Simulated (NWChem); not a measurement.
System: C6H5 cation

NWChem input:

```
start job
memory heap 200 mb stack 700 mb global 900 mb
charge 1
geometry units angstroms noautosym nocenter noautoz
  C      0.000000     0.000000    -1.177452
  C      1.274221     0.000000    -0.811626
  C      1.212394     0.000000     0.616703
  C      0.000000     0.000000     1.302732
  C     -1.212394     0.000000     0.616703
  C     -1.274221     0.000000    -0.811626
  H      2.198687     0.000000    -1.393397
  H      2.179461     0.000000     1.132709
  H      0.000000     0.000000     2.394598
  H     -2.179461     0.000000     1.132709
  H     -2.198687     0.000000    -1.393397
end
basis spherical
  * library 6-31g*
end
dft
  xc pbe0
  iterations 150
end
cosmo
  do_cosmo_smd true
  solvent water
end
task dft energy
```

NWChem printed, in part:

```
             Northwest Computational Chemistry Package (NWChem) 7.3.0
             --------------------------------------------------------

                             Geometry "geometry" -> ""
                             -------------------------

 Output coordinates in angstroms (scale by  1.889725989 to convert to a.u.)

  No.       Tag          Charge          X              Y              Z
 ---- ---------------- ---------- -------------- -------------- --------------
    1 C                    6.0000     0.00000000     0.00000000    -1.17745200
    2 C                    6.0000     1.27422100     0.00000000    -0.81162600
    3 C                    6.0000     1.21239400     0.00000000     0.61670300
    4 C                    6.0000     0.00000000     0.00000000     1.30273200
    5 C                    6.0000    -1.21239400     0.00000000     0.61670300
    6 C                    6.0000    -1.27422100     0.00000000    -0.81162600
    7 H                    1.0000     2.19868700     0.00000000    -1.39339700
    8 H                    1.0000     2.17946100     0.00000000     1.13270900
    9 H                    1.0000     0.00000000     0.00000000     2.39459800
   10 H                    1.0000    -2.17946100     0.00000000     1.13270900
   11 H                    1.0000    -2.19868700     0.00000000    -1.39339700

 Effective nuclear repulsion energy (a.u.)     196.0579606011

                                 NWChem DFT Module
                                 -----------------

 Summary of "ao basis" -> "ao basis" (spherical)
 ------------------------------------------------------------------------------
       Tag                 Description            Shells   Functions and Types
 ---------------- ------------------------------  ------  ---------------------
 C                           6-31g*                  6       14   3s2p1d
 H                           6-31g*                  2        2   2s

 in cosmo_initialize ...
 calling solv_data for solv:h2o

 solvent parameters
 solvname_short: h2o
 solvname_long:  water
 dielec:       78.4000
 dielecinf:     1.7769
 aqueous SMD model solvent descriptors
 dielec:       78.4000
 sola:          0.8200

          ---------------
          -cosmo- solvent
          ---------------
 Cosmo: York-Karplus, doi: 10.1021/jp992097l
 dielectric constant -eps-     =  78.40
 screen = (eps-1)/(eps    )    =   0.98724
 surface charge correction     = lagrangian

   van der Waals surface
 --------------------------

 ---------- ATOMIC COORDINATES (A.U.) ------------ VDWR(ANG.) --
     1    0.00000000    0.00000000   -2.22506164     1.850
     2    2.40792854    0.00000000   -1.53375075     1.850
     3    2.29109245    0.00000000    1.16539969     1.850
     4    0.00000000    0.00000000    2.46180652     1.850
     5   -2.29109245    0.00000000    1.16539969     1.850
     6   -2.40792854    0.00000000   -1.53375075     1.850
     7    4.15491596    0.00000000   -2.63313852     1.200
     8    4.11858409    0.00000000    2.14050963     1.200
     9    0.00000000    0.00000000    4.52513407     1.200
    10   -4.11858409    0.00000000    2.14050963     1.200
    11   -4.15491596    0.00000000   -2.63313852     1.200
 number of segments per atom =        128
 number of   points per atom =        128
 atom (   nspa,  nppa )
 ----------------------
    1 (     48,     0 )       0
    2 (     50,     0 )       0
    3 (     48,     0 )       0
    4 (     44,     0 )       0
    5 (     48,     0 )       0
    6 (     50,     0 )       0
    7 (     56,     0 )       0
    8 (     54,     0 )       0
    9 (     48,     0 )       0
   10 (     54,     0 )       0
   11 (     56,     0 )       0
 number of -cosmo- surface points =      556
 molecular surface =    113.164 angstrom**2
 molecular volume  =     91.931 angstrom**3
 -lineq- algorithm             =   0
 -bem- low  level              =   3
 -bem- from -octahedral-
 gaussian surface charge width =   4.50000
 degree of switching           =   1.00000
 switching function tolerance  =   0.00010
 atomic radii =
 --------------
    1  6.000  1.850
    2  6.000  1.850
    3  6.000  1.850
    4  6.000  1.850
    5  6.000  1.850
    6  6.000  1.850
    7  1.000  1.200
    8  1.000  1.200
    9  1.000  1.200
   10  1.000  1.200
   11  1.000  1.200
 ...... end of -cosmo- initialization ......

 nat:                    11
 ixmem:                  6636
 calling mnsol_interface()
 G(SMD-CDS) energy (kcal/mol)  =     2.833
 SMD-CDS SASA (angstrom**2)    =   139.114

            General Information
            -------------------
          SCF calculation type: DFT
          Wavefunction type:  closed shell.
          No. of atoms     :    11
          No. of electrons :    40
           Alpha electrons :    20
            Beta electrons :    20
          Charge           :     1
          Spin multiplicity:     1
          Use of symmetry is: off; symmetry adaption is: off
          Maximum number of iterations: 150
          AO basis - number of functions:    94
                     number of shells:    46
          Convergence on energy requested:  1.00D-06
          Convergence on density requested:  1.00D-05
          Convergence on gradient requested:  5.00D-04

              XC Information
              --------------
                         PBE0 Method XC Functional
                     Hartree-Fock (Exact) Exchange  0.250
          PerdewBurkeErnzerhof Exchange Functional  0.750
            Perdew 1991 LDA Correlation Functional  1.000 local
           PerdewBurkeErnz. Correlation Functional  1.000 non-local

             Grid Information
             ----------------
          Grid used for XC integration:  medium
          Radial quadrature: Mura-Knowles
          Angular quadrature: Lebedev.
          Tag              B.-S. Rad. Rad. Pts. Rad. Cut. Ang. Pts.
          ---              ---------- --------- --------- ---------
          C                   0.70       49          10.0       434
          H                   0.35       45          12.0       434
          Grid pruning is: on
          Number of quadrature shells:   519
          Spatial weights used:  Erf1

      Superposition of Atomic Density Guess
      -------------------------------------

 Sum of atomic energies:        -228.45268759

 Renormalizing density from      41.00 to     40

      Non-variational initial energy
      ------------------------------

 Total energy =    -228.412309
 1-e energy   =    -677.219488
 2-e energy   =     252.749218
 HOMO         =      -0.583344
 LUMO         =      -0.391653

   convergence    iter        energy       DeltaE   RMS-Dens  Diis-err
 ---------------- ----- ----------------- --------- --------- ---------
     COSMO gas phase
 d= 0,ls=0.0,diis     1   -230.8963399135 -4.27D+02  1.13D-02  6.67D-01
 d= 0,ls=0.0,diis     2   -230.8867136645  9.63D-03  8.11D-03  6.07D-01
 d= 0,ls=0.0,diis     3   -230.9555319289 -6.88D-02  3.16D-03  1.27D-01
 d= 0,ls=0.0,diis     4   -230.9739605714 -1.84D-02  7.37D-04  9.48D-03
 d= 0,ls=0.0,diis     5   -230.9752688725 -1.31D-03  1.11D-04  1.37D-04
  Resetting Diis
 d= 0,ls=0.0,diis     6   -230.9752790940 -1.02D-05  5.17D-05  5.71D-05
 d= 0,ls=0.0,diis     7   -230.9752863224 -7.23D-06  1.20D-05  5.87D-07
 d= 0,ls=0.0,diis     8   -230.9752862966  2.58D-08  6.43D-06  8.86D-07

   convergence    iter        energy       DeltaE   RMS-Dens  Diis-err
 ---------------- ----- ----------------- --------- --------- ---------
     COSMO solvation phase
 d= 0,ls=0.0,diis     1   -231.0667082232 -9.14D-02  1.34D-03  1.49D-03
 d= 0,ls=0.0,diis     2   -231.0669879491 -2.80D-04  3.33D-04  1.36D-03
 d= 0,ls=0.0,diis     3   -231.0671619972 -1.74D-04  1.01D-04  1.21D-04
 d= 0,ls=0.0,diis     4   -231.0671805115 -1.85D-05  2.92D-05  1.11D-05
 d= 0,ls=0.0,diis     5   -231.0671828772 -2.37D-06  7.89D-06  9.93D-07
 d= 0,ls=0.0,diis     6   -231.0671827992  7.80D-08  2.29D-06  1.11D-07

         Total DFT energy =     -231.067182799245
      One electron energy =     -681.685048887344
           Coulomb energy =      295.420215487823
    Exchange-Corr. energy =      -33.747247182779
 Nuclear repulsion energy =      196.057960601103

             COSMO energy =       -7.113062818047

 Numeric. integr. density =       39.999978526886

                                COSMO-SMD solvation results
                                ---------------------------

             internal energy in gas <Psi(g)|H|Psi(g)> =      -230.975286296591
         internal energy in solvent <Psi(s)|H|Psi(s)> =      -230.974657216099
                               delta internal energy  =         0.000629080492 (    0.39 kcal/mol)
   total free energy in solvent <Psi(s)|H+V/2|Psi(s)> =      -231.071696940047
 polarization energy contribution <Psi(s)|V/2|Psi(s)> =        -0.097039723948 (  -60.89 kcal/mol)
    total free energy in solvent including G(SMD-CDS) =      -231.067182799245
                       G(SMD-CDS) energy contribution =         0.004514140803 (    2.83 kcal/mol)
     1 M fixed-concentration free energy of solvation =        -0.091896502654 (  -57.67 kcal/mol)

                       DFT Final Molecular Orbital Analysis
                       ------------------------------------

 Vector   18  Occ=2.000000D+00  E=-4.206259D-01
              MO Center=  9.7D-09, -7.3D-11,  5.5D-01, r^2= 3.7D+00
   Bfn.  Coefficient  Atom+Function         Bfn.  Coefficient  Atom+Function
  ----- ------------  ---------------      ----- ------------  ---------------
    31      0.314768   3 C  px               59      0.314768   5 C  px
    45     -0.258780   4 C  px                3      0.198237   1 C  px
    87      0.195584   8 H  s                91     -0.195584  10 H  s
    35      0.140068   3 C  px               63      0.140068   5 C  px
    88      0.139841   8 H  s                92     -0.139842  10 H  s

 Vector   19  Occ=2.000000D+00  E=-3.255625D-01
              MO Center=  1.1D-08,  4.9D-10,  3.6D-01, r^2= 2.5D+00
   Bfn.  Coefficient  Atom+Function         Bfn.  Coefficient  Atom+Function
  ----- ------------  ---------------      ----- ------------  ---------------
    46      0.371095   4 C  py                4     -0.327687   1 C  py
    50      0.246851   4 C  py               32      0.227025   3 C  py
    60      0.227025   5 C  py                8     -0.188750   1 C  py
    36      0.153540   3 C  py               64      0.153540   5 C  py
    18     -0.124161   2 C  py               74     -0.124161   6 C  py

 Vector   20  Occ=2.000000D+00  E=-3.222976D-01
              MO Center= -1.1D-08, -2.8D-09, -1.8D-01, r^2= 3.0D+00
   Bfn.  Coefficient  Atom+Function         Bfn.  Coefficient  Atom+Function
  ----- ------------  ---------------      ----- ------------  ---------------
    18      0.318755   2 C  py               74     -0.318755   6 C  py
    32      0.280450   3 C  py               60     -0.280450   5 C  py
    22      0.218174   2 C  py               78     -0.218174   6 C  py
    36      0.189199   3 C  py               64     -0.189199   5 C  py
    10      0.030610   1 C  d -2

 Vector   21  Occ=0.000000D+00  E=-1.611639D-01
              MO Center= -1.3D-09,  5.3D-11, -1.0D+00, r^2= 2.3D+00
   Bfn.  Coefficient  Atom+Function         Bfn.  Coefficient  Atom+Function
  ----- ------------  ---------------      ----- ------------  ---------------
     5      0.582013   1 C  pz                9      0.470323   1 C  pz
    48     -0.188747   4 C  s                33      0.175494   3 C  pz
    61      0.175494   5 C  pz               88      0.147021   8 H  s
    92      0.147021  10 H  s                37      0.134982   3 C  pz
    65      0.134982   5 C  pz               86      0.127954   7 H  s

 Vector   22  Occ=0.000000D+00  E=-6.143369D-02
              MO Center= -2.4D-10, -1.5D-09, -1.4D-02, r^2= 3.3D+00
   Bfn.  Coefficient  Atom+Function         Bfn.  Coefficient  Atom+Function
  ----- ------------  ---------------      ----- ------------  ---------------
    36     -0.401280   3 C  py               64      0.401280   5 C  py
    22      0.367761   2 C  py               78     -0.367761   6 C  py
    32     -0.341901   3 C  py               60      0.341901   5 C  py
    18      0.311569   2 C  py               74     -0.311569   6 C  py
    10      0.037479   1 C  d -2             52     -0.032834   4 C  d -2

 Vector   23  Occ=0.000000D+00  E=-3.668303D-02
              MO Center= -1.5D-11,  7.7D-11,  3.6D-04, r^2= 3.1D+00
   Bfn.  Coefficient  Atom+Function         Bfn.  Coefficient  Atom+Function
  ----- ------------  ---------------      ----- ------------  ---------------
     8      0.466452   1 C  py               50      0.466099   4 C  py
     4      0.396834   1 C  py               46      0.355877   4 C  py
    22     -0.280838   2 C  py               78     -0.280838   6 C  py
    36     -0.240687   3 C  py               64     -0.240687   5 C  py
    18     -0.209994   2 C  py               74     -0.209994   6 C  py

     Multipole analysis of the density
     ---------------------------------

     L   x y z        total         alpha         beta         nuclear
     -   - - -        -----         -----         ----         -------
     0   0 0 0      1.000000    -20.000000    -20.000000     41.000000

     1   1 0 0     -0.000000     -0.000000     -0.000000      0.000000
     1   0 1 0      0.000000      0.000000      0.000000      0.000000
     1   0 0 1     -0.698819     -0.619476     -0.619476      0.540133

     2   2 0 0    -11.253156   -106.135987   -106.135987    201.018817
     2   1 1 0      0.000000      0.000000      0.000000      0.000000
     2   1 0 1      0.000000      0.000000      0.000000      0.000000
     2   0 2 0    -26.662179    -13.331089    -13.331089      0.000000
     2   0 1 1      0.000000      0.000000      0.000000      0.000000
     2   0 0 2    -14.828142    -84.465149    -84.465149    154.102156
```

Level: PBE0/6-31G* (spherical d), SMD on the gas-phase geometry. Geometry: optimised at PBE0/def2-SVP. Solvent: water.
